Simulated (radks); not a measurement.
Results of a calculation; reference values are marked as such.
Species: Sm. Configuration: [Xe] 4f6 6s1.5 5d0.5 (fractional occupations, a model configuration). Level of theory: scalar-relativistic Kohn-Sham, PBE, spin-polarised, spherical densities, finite nucleus; open shells are filled with parallel spins first (spin-orbit coupling, left out, can overturn this in heavy ions); Fermi nuclear charge, rms radius 5.0819 fm (a radial shooting solver on a logarithmic mesh with Libxc functionals).

Normalised radial functions P(r) = r R(r), r in bohr:

r         5s down    5p up
0.002839   0.0869   0.0051
0.003879   0.1065   0.0086
0.005299   0.1266   0.0146
0.007239   0.1437   0.0244
0.00989    0.1521   0.0401
0.01351    0.1428   0.0640
0.01846    0.1052   0.0982
0.02542    0.0282   0.1427
0.03473   -0.0807   0.1869
0.04744   -0.1927   0.2107
0.06481   -0.2428   0.1791
0.08855   -0.1544   0.0600
0.121      0.0831  -0.1326
0.1653     0.3206  -0.2904
0.2276     0.2831  -0.2356
0.3109    -0.1176   0.0852
0.4248    -0.5013   0.4182
0.5803    -0.3360   0.3627
0.7928     0.3450  -0.1494
1.083      0.9104  -0.7103
1.48       0.9249  -0.8955
2.038      0.5388  -0.6652
2.784      0.1915  -0.3238
3.803      0.0392  -0.1021
5.195      0.0040  -0.0191
7.098      0.0002  -0.0017
9.697      0.0000  -0.0001
13.25      0.0000  0.0000

5s down: eigenvalue -40.618 eV, 4 radial nodes at r = 0.0278, 0.110, 0.288, 0.686 bohr, <r> = 1.43 bohr, 90 % of the charge inside 2.06 bohr. 5p up: eigenvalue -23.286 eV, 3 radial nodes at r = 0.0984, 0.290, 0.735 bohr, <r> = 1.66 bohr, 90 % of the charge inside 2.44 bohr.
